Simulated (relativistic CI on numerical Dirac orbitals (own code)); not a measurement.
# Charge states of dysprosium

Computed by Dirac-Coulomb-Breit CI, orbitals from a KLI potential per configuration, model QED (radiative potential, 1s self-energy scaled to tabulated hydrogen-like ionisation energies), valence Slater integrals scaled by 0.9 (own radial code, finite nucleus).

Each species is treated in one configuration, given outside its closed core. Radial values are for the open shell of highest l, unscaled and averaged over j; ζ includes the Breit term. Labels give the leading LS character, summed over repeated terms.

| Ion | Configuration | Its lowest level | LS weight (%) | g_J | g√(J(J+1)) | F² (cm⁻¹) | F⁴ (cm⁻¹) | ⟨r⟩ (bohr) | ⟨r²⟩ (bohr²) |
| --- | --- | --- | --- | --- | --- | --- | --- | --- | --- |
| Dy29+ | 4d | 2D_3/2 | 100 | 0.796 | 1.54 |  |  | 0.5029 | 0.2888 |
| Dy30+ | 3d10.4s2.4p6 | 1S_0 | 100 |  | 0.00 |  |  |  |  |
| Dy31+ | 3d10.4s2.4p5 | 2P°_3/2 | 100 | 1.331 | 2.58 |  |  | 0.4907 | 0.2722 |
| Dy32+ | 3d10.4s2.4p4 | 3P_2 | 71 | 1.354 | 3.32 | 210300 |  | 0.4873 | 0.2685 |
| Dy33+ | 3d10.4s2.4p3 | J = 3/2 (mixed) | 45 | 1.390 | 2.69 | 211600 |  | 0.484 | 0.2648 |
| Dy34+ | 3d10.4s2.4p2 | 3P_0 | 72 |  | 0.00 | 212900 |  | 0.4807 | 0.2613 |
| Dy35+ | 3d10.4s2.4p | 2P°_1/2 | 100 | 0.661 | 0.57 |  |  | 0.4775 | 0.2578 |
| Dy36+ | 3d10.4s2 | 1S_0 | 100 |  | 0.00 |  |  |  |  |
| Dy37+ | 3d10.4s | 2S_1/2 | 100 | 1.997 | 1.73 |  |  | 0.4616 | 0.2395 |
| Dy38+ | 3d10 | 1S_0 | 100 |  | 0.00 |  |  |  |  |
| Dy39+ | 3d9 | 2D_5/2 | 100 | 1.192 | 3.53 |  |  | 0.2035 | 0.04821 |
| Dy40+ | 3d8 | 3F_4 | 89 | 1.214 | 5.43 | 504300 | 325100 | 0.2016 | 0.04729 |
| Dy41+ | 3d7 | 4F_9/2 | 62 | 1.232 | 6.13 | 509600 | 328600 | 0.1998 | 0.0464 |
| Dy42+ | 3d6 | J = 4 (mixed) | 39 | 1.266 | 5.66 | 514800 | 332200 | 0.198 | 0.04553 |
| Dy43+ | 3d5 | J = 5/2 (mixed) | 28 | 1.346 | 3.98 | 520000 | 335800 | 0.1963 | 0.0447 |
| Dy44+ | 3d4 | 3P_0 | 59 |  | 0.00 | 525300 | 339300 | 0.1946 | 0.04389 |
| Dy45+ | 3d3 | J = 3/2 (mixed) | 49 | 0.691 | 1.34 | 530400 | 342900 | 0.1929 | 0.0431 |
| Dy46+ | 3d2 | 3F_2 | 75 | 0.754 | 1.85 | 535600 | 346400 | 0.1913 | 0.04234 |
| Dy47+ | 3d | 2D_3/2 | 100 | 0.790 | 1.53 |  |  | 0.1897 | 0.0416 |
| Dy48+ | 3s2.3p6 | 1S_0 | 100 |  | 0.00 |  |  |  |  |
| Dy49+ | 3s2.3p5 | 2P°_3/2 | 100 | 1.324 | 2.56 |  |  | 0.2112 | 0.05161 |
| Dy50+ | 3s2.3p4 | 3P_2 | 69 | 1.337 | 3.27 | 467100 |  | 0.21 | 0.05104 |
| Dy51+ | 3s2.3p3 | J = 3/2 (mixed) | 47 | 1.353 | 2.62 | 469500 |  | 0.2089 | 0.05047 |
| Dy52+ | 3s2.3p2 | ? | ? | ? | ? | ? | ? | ? | ? |

Fill in the row of Dy52+.

Its lowest level 3P_0; LS weight (%) 70; g√(J(J+1)) 0.00; F² (cm⁻¹) 471800; ⟨r⟩ (bohr) 0.2077; ⟨r²⟩ (bohr²) 0.04992.
